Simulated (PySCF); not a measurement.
C₂H₅O, SMILES O[CH]C, multiplicity 2. Atoms are numbered in the order given.

```xyz
8

C     -1.2006    -0.1783     0.2132
C      0.2067     0.2070     0.4277
O      1.0386    -0.0788    -0.6169
H     -1.7796    -0.0226     1.1249
H     -1.6766     0.4036    -0.5912
H     -1.2767    -1.2331    -0.0678
H      0.4674     1.0650     1.0423
H      1.9205     0.2447    -0.4185
```
Charge 0, spin multiplicity 2.

The structure is a stationary point at PBE0-D3(BJ)/def2-TZVP. The isomer is the one that the SMILES or the coordinates give; other isomers of the formula were not compared. Other conformers were not sampled.

All values below come from TDA-B3LYP/def2-SVPD (PySCF 2.14.0).

Vertical excitations. 

| state | energy (eV) | λ (nm) | f | main pairs |
|---|---|---|---|---|
| root 1 | 3.59 | 345 | 0.001 | α HOMO→LUMO 99 % |
| root 2 | 4.68 | 265 | 0.001 | α HOMO→LUMO+1 97 % |
| root 3 | 5.17 | 240 | 0.010 | α HOMO→LUMO+2 97 % |
| root 4 | 5.92 | 209 | 0.039 | α HOMO→LUMO+3 97 % |
| root 5 | 6.37 | 195 | 0.002 | α HOMO→LUMO+4 95 % |
| root 6 | 6.66 | 186 | 0.000 | α HOMO→LUMO+5 60 %, β HOMO→LUMO 26 %, β HOMO−1→LUMO 9 % |
| root 7 | 6.67 | 186 | 0.011 | α HOMO→LUMO+5 36 %, β HOMO→LUMO 50 %, β HOMO−1→LUMO 11 % |
| root 8 | 7.14 | 174 | 0.011 | α HOMO→LUMO+6 89 % |
| root 9 | 7.36 | 168 | 0.082 | α HOMO→LUMO+8 22 %, β HOMO−1→LUMO 59 %, β HOMO→LUMO 12 % |
| root 10 | 7.39 | 168 | 0.001 | α HOMO→LUMO+7 93 % |
Unrestricted roots are not spin-pure.
